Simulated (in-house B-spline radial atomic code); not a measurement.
Hg. Computed with a B-spline radial atomic code. Model: non-relativistic spherical atom: semilocal Troullier-Martins pseudo-atom, one channel per l, against all electrons, high spin, G0W0 and RPA with empty states to l = 8, local potential for every l without a channel, a model core (radius 0 = none) keeps its share of the functional.

The core holds an angular momentum without a channel of its own, so the local potential lets valence electrons into it.

Without relativity these are model numbers for so heavy an element.

What the tables leave out is listed at the end.

The pseudopotential gives back the lowest level of each angular momentum of its own functional in the configuration it was made in; a second state of the same l is only approximately right. Exact exchange, RPA and GW see the smooth pseudo-orbitals and miss the exchange with the core, for which the functional's share stands in. The column with an uncorrelated core keeps all orbitals and exact exchange, and so separates missing core correlation from pseudisation. Only the three outermost levels and the lowest empty one were computed. RPA here is direct RPA, with no exchange kernel, and its energies carry an (l + 1/2)⁻⁴ tail. A hybrid on a potential with a model core restores only its own semilocal share of the core's exchange.

Command:
```bash
python run_psgw.py task.json out
```
Settings (lengths in bohr, energies in hartree):
```
Z                      80
electrons              80
configuration          [Xe] 4f14 5d10 6s2
generated_in           [Xe] 4f14 5d10 6s2
functional             pbe,pbe
core_shells            13
radius_factor          1.3
core_correction        True
ion_configuration      [Xe] 4f14 5d10 6s1
```

Run time, properties included: 88 s on 1 thread of Arm Neoverse N1, on a shared host.

Given: made with PBE; model core radius 2.504 bohr; local radius 3.312 bohr; mean-field start PBE.

Valence shells of the generating configuration: 6s.

Channel: s 3.296, p 3.4 (radii in bohr).

Computed: largest level miss in the spin-unpolarised generating configuration 0 eV; valence RPA correlation energy all-electron orbitals -0.060856 hartree; valence RPA correlation energy pseudo -0.069114 hartree; pseudo-atom RPA polarisability 45.99 bohr³; ionisation by mean-field all-electron 8.4685 eV; ionisation by mean-field pseudo minus all 0.122 eV; ionisation by RPA pseudo minus all 0.282 eV.

```
level  occupied  mean-field all-electron (eV)  mean-field pseudo minus all (eV)  G0W0 all-electron (eV)  G0W0 uncorrelated core minus all (eV)  G0W0 pseudo minus all (eV)  exchange self-energy all-electron (eV)  exchange self-energy pseudo (eV)
   6s         1                       -5.2934                                 0                 -8.4968                                  0.761                       0.302                                  -11.23                           -7.9326
```

**Question.** What is the all-electron RPA polarisability, core included?

**Answer.** 46.723 bohr³.

**Question.** What is the ionisation by RPA all-electron?

**Answer.** 8.7977 eV.

Given: mean-field start PBE0.

Computed: valence RPA correlation energy all-electron orbitals -0.052339 hartree; valence RPA correlation energy pseudo -0.059151 hartree; all-electron RPA polarisability, core included 41.943 bohr³; pseudo-atom RPA polarisability 44.878 bohr³; ionisation by mean-field all-electron 8.2005 eV; ionisation by RPA all-electron 8.6266 eV.

```json
{"level": "6s", "occupied": "1", "mean-field all-electron (eV)": "-5.9374", "mean-field pseudo minus all (eV)": "0.219", "G0W0 all-electron (eV)": "-8.5293", "G0W0 uncorrelated core minus all (eV)": "0.778", "G0W0 pseudo minus all (eV)": "0.62", "exchange self-energy all-electron (eV)": "-11.02", "exchange self-energy pseudo (eV)": "-7.6491"}
```

**Question.** What is the ionisation by RPA pseudo minus all?

**Answer.** -0.298 eV.

**Question.** What is the ionisation by mean-field pseudo minus all?

**Answer.** -0.185 eV.

Among the listed levels the largest G0W0 shift of the pseudo-atom is +0.62 eV, for 6s on the PBE0 start, while leaving the core uncorrelated moves that level by +0.78 eV. The rest, -0.16 eV, comes from pseudisation and the lost core exchange. Not in the tables (levels of low weight, unsolved or above zero; the highest and the empty levels are kept at any weight): on PBE the G0W0 levels 6p (pseudo minus all -0.08 eV, weights 0.88 and 0.90); on PBE0 the G0W0 levels 6p (pseudo minus all -0.07 eV, weights 0.92 and 0.93); no Hartree-Fock pseudo-atom is run with a model core.
